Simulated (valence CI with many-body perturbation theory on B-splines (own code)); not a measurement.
Nd²⁹⁺: electric-dipole lines

Calculated by relativistic CI+MBPT: three valence electrons over a frozen Dirac-Fock core [Ar] 3d10, radial functions for each j: 11 s, 11 p, 9 d, 7 f, 5 g, 2 h, 1 i, with the one-electron correlation potential Σ1 (screened to all orders), the two-electron term Σ2, the three-electron term Σ3, Breit, model QED; selected single and double excitations, second order for the rest (own B-spline code, finite nucleus).

The last digits are not significant, and no measured levels were compared; by estimate large intervals hold to a few tenths of a per cent, small ones and those within an open d or f shell to about a per cent.

Lines 51 to 100 of 286 in falling wavelength, among levels below 2708900 cm⁻¹, chosen from the strongest by gf and those to the six lowest levels. Wavelengths and rates use the calculated energies. Electric multipoles are in the length gauge, E1 and E2 with the static RPA response of the core. Weak lines are less certain than strong ones. Lines between different terms over intervals too small for the method are left out, as are lines whose strength nearly cancels. The highest levels of a list are the least certain.

Levels are named by their leading jj configuration (3d3/2^4 stands for four electrons in 3d with j = 3/2), which in mixed levels can hold well under half, so a name can repeat and another be missing. Letters in brackets count levels of one name in rising energy.

| λ vac (nm) | Upper | Lower | A (s⁻¹) | S (a.u.) |
| --- | --- | --- | --- | --- |
| 13.37 | (4p3/2^2 4d5/2) J=7/2 | (4s 4p3/2 4d5/2) J=5/2 [a] | 2.46e+10 | 2.32e-01 |
| 13.36 | (4p1/2 4p3/2 4d5/2) J=5/2 [c] | (4s 4p1/2 4d5/2) J=3/2 | 2.69e+10 | 1.90e-01 |
| 13.34 | (4s 4p1/2 4d3/2) J=3/2 [a] | (4s 4p1/2 4p3/2) J=3/2 [b] | 1.25e+10 | 5.85e-02 |
| 13.34 | (4s 4p3/2 4d3/2) J=3/2 [b] | (4s^2 4d3/2) J=3/2 | 3.07e+10 | 1.44e-01 |
| 13.32 | (4p3/2^2 4d3/2) J=3/2 | (4s 4p3/2 4d3/2) J=3/2 [b] | 1.60e+10 | 7.45e-02 |
| 13.29 | (4s 4p3/2 4d5/2) J=7/2 [a] | (4s^2 4d5/2) J=5/2 | 1.72e+10 | 1.59e-01 |
| 13.25 | (4p1/2 4p3/2 4d5/2) J=7/2 [b] | (4s 4p1/2 4d5/2) J=5/2 [b] | 2.34e+10 | 2.15e-01 |
| 13.15 | (4p1/2 4p3/2 4d5/2) J=7/2 [a] | (4s 4p1/2 4d5/2) J=5/2 [a] | 4.09e+10 | 3.67e-01 |
| 13.08 | (4s 4p3/2 4d5/2) J=7/2 [b] | (4s^2 4d5/2) J=5/2 | 5.88e+10 | 5.19e-01 |
| 13.06 | (4p1/2 4p3/2 4d3/2) J=5/2 | (4s 4p1/2 4d3/2) J=5/2 | 2.63e+10 | 1.74e-01 |
| 12.81 | (4p1/2 4p3/2 4d5/2) J=9/2 | (4s 4p1/2 4d5/2) J=7/2 | 3.10e+10 | 3.21e-01 |
| 12.74 | (4p1/2 4p3/2 4d3/2) J=7/2 | (4s 4p1/2 4d3/2) J=5/2 | 2.04e+10 | 1.66e-01 |
| 12.71 | (4s 4p1/2 4d3/2) J=5/2 | (4s 4p1/2 4p3/2) J=3/2 [b] | 3.30e+09 | 2.00e-02 |
| 12.66 | (4s 4p3/2 4d3/2) J=5/2 [b] | (4s^2 4d3/2) J=3/2 | 6.49e+10 | 3.90e-01 |
| 12.62 | (4p1/2 4p3/2 4d5/2) J=5/2 [a] | (4s 4p1/2 4d5/2) J=7/2 | 1.81e+10 | 1.08e-01 |
| 12.58 | (4p1/2 4p3/2 4d5/2) J=1/2 | (4s 4p1/2 4d5/2) J=3/2 | 5.22e+10 | 1.03e-01 |
| 12.58 | (4p1/2 4p3/2^2) J=3/2 | (4s 4p1/2 4p3/2) J=5/2 | 2.17e+10 | 8.53e-02 |
| 12.50 | (4p3/2^2 4d5/2) J=7/2 | (4s 4p3/2 4d3/2) J=7/2 | 1.44e+10 | 1.11e-01 |
| 12.49 | (4p1/2 4p3/2^2) J=5/2 | (4s 4p1/2 4p3/2) J=5/2 | 1.48e+10 | 8.53e-02 |
| 12.34 | (4s 4p1/2 4p3/2) J=3/2 [b] | (4s^2 4p1/2) J=1/2 | 7.48e+10 | 2.78e-01 |
| 12.32 | (4p3/2^2 4d3/2) J=3/2 | (4s 4p3/2 4d3/2) J=3/2 [a] | 1.94e+10 | 7.17e-02 |
| 12.29 | (4p3/2^2 4d3/2) J=5/2 | (4s 4p3/2 4d3/2) J=7/2 | 1.95e+10 | 1.07e-01 |
| 12.27 | (4p1/2 4p3/2^2) J=1/2 | (4s 4p1/2 4p3/2) J=3/2 [b] | 1.17e+11 | 2.14e-01 |
| 12.27 | (4p1/2 4p3/2 4d5/2) J=3/2 [b] | (4s 4p1/2 4d5/2) J=5/2 [b] | 7.91e+10 | 2.88e-01 |
| 12.23 | (4p3/2^2 4d5/2) J=7/2 | (4s 4p3/2 4d5/2) J=9/2 | 2.41e+10 | 1.74e-01 |
| 12.22 | (4p3/2^2 4d3/2) J=3/2 | (4s 4p3/2 4d3/2) J=5/2 [a] | 3.16e+10 | 1.14e-01 |
| 12.22 | (4s 4p1/2 4d3/2) J=3/2 [a] | (4s 4p1/2 4p3/2) J=5/2 | 2.22e+09 | 7.99e-03 |
| 12.21 | (4s 4p1/2 4f7/2) J=7/2 [c] | (4s 4p3/2 4d3/2) J=7/2 | 1.21e+10 | 8.70e-02 |
| 12.20 | (4p1/2 4p3/2 4d5/2) J=5/2 [b] | (4s 4p1/2 4d5/2) J=5/2 [a] | 1.25e+10 | 6.75e-02 |
| 12.20 | (4s 4p3/2 4d3/2) J=1/2 [b] | (4s^2 4d3/2) J=3/2 | 1.04e+11 | 1.86e-01 |
| 12.18 | (4p1/2 4p3/2 4d3/2) J=3/2 [a] | (4s 4p1/2 4d3/2) J=3/2 [a] | 5.26e+10 | 1.88e-01 |
| 12.18 | (4p1/2 4p3/2 4d5/2) J=5/2 [b] | (4s 4p1/2 4d3/2) J=3/2 [b] | 2.52e+10 | 1.35e-01 |
| 12.18 | (4p3/2^2 4d3/2) J=5/2 | (4s 4p3/2 4d3/2) J=5/2 [a] | 3.08e+10 | 1.64e-01 |
| 12.14 | (4p1/2 4p3/2 4d3/2) J=3/2 [b] | (4s 4p1/2 4d3/2) J=1/2 | 1.95e+10 | 6.88e-02 |
| 12.13 | (4p1/2 4p3/2 4d3/2) J=3/2 [b] | (4s 4p1/2 4d3/2) J=3/2 [b] | 3.87e+10 | 1.36e-01 |
| 12.12 | (4p1/2 4p3/2 4d3/2) J=1/2 [a] | (4s 4p1/2 4d3/2) J=3/2 [a] | 4.60e+10 | 8.09e-02 |
| 12.10 | (4p1/2 4p3/2 4d3/2) J=1/2 [b] | (4s 4p1/2 4d3/2) J=1/2 | 5.00e+10 | 8.74e-02 |
| 12.10 | (4p1/2 4p3/2 4d5/2) J=7/2 [b] | (4s 4p1/2 4d5/2) J=7/2 | 2.55e+10 | 1.78e-01 |
| 12.08 | (4p1/2^2 4p3/2) J=3/2 | (4s 4p1/2^2) J=1/2 | 4.69e+10 | 1.63e-01 |
| 12.01 | (4s 4p3/2 4d3/2) J=3/2 [b] | (4s 4p3/2^2) J=3/2 | 4.94e+10 | 1.69e-01 |
| 12.01 | (4p1/2^2 4d3/2) J=3/2 | (4p1/2^2 4p3/2) J=3/2 | 2.06e+10 | 7.05e-02 |
| 11.95 | (4s 4p3/2^2) J=3/2 | (4s^2 4p3/2) J=3/2 | 1.50e+11 | 5.05e-01 |
| 11.95 | (4p3/2^2 4d5/2) J=9/2 | (4s 4p3/2 4d5/2) J=9/2 | 5.71e+10 | 4.81e-01 |
| 11.95 | (4s 4p1/2 4p3/2) J=1/2 | (4s^2 4p1/2) J=1/2 | 1.86e+11 | 3.13e-01 |
| 11.94 | (4s 4p3/2^2) J=1/2 | (4s^2 4p3/2) J=3/2 | 1.30e+11 | 2.19e-01 |
| 11.93 | (4s 4p3/2 4d5/2) J=3/2 | (4s^2 4d5/2) J=5/2 | 1.63e+11 | 5.47e-01 |
| 11.92 | (4p3/2^2 4d3/2) J=7/2 | (4s 4p3/2 4d3/2) J=7/2 | 1.38e+10 | 9.24e-02 |
| 11.92 | (4p1/2 4p3/2 4d3/2) J=3/2 [a] | (4p1/2 4p3/2^2) J=5/2 | 4.03e+10 | 1.35e-01 |
| 11.90 | (4p1/2 4p3/2^2) J=3/2 | (4s 4p1/2 4p3/2) J=3/2 [a] | 3.82e+10 | 1.27e-01 |
| 11.90 | (4p1/2 4p3/2 4d3/2) J=7/2 | (4p1/2 4p3/2^2) J=5/2 | 1.05e+10 | 6.97e-02 |
